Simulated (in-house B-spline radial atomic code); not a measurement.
A fraction x of an electron is removed from 1s in N5+, starting from 1s2 and keeping the highest spin. All numbers are computed (scalar-relativistic (X2C) Hartree-Fock with fractional occupations, spin-polarised, spherical fractional occupations; Fermi nucleus of rms radius 2.5582 fm) with a B-spline radial code for spherical atoms, not measured.

Caution: exact exchange at fractional occupations of open shells leaves self-interaction of up to several eV.

```
   x  E(x) - E(0) (eV)  1s down level (eV)
   0            0.0000            -552.449
0.11           60.7499            -552.096
0.23          126.9788            -551.720
0.32          176.6211            -551.443
 0.4          220.7269            -551.202
 0.5          275.8321            -550.904
0.55          303.3737            -550.758
 0.7          385.9549            -550.326
0.84          462.9730            -549.934
0.88          484.9682            -549.824
```
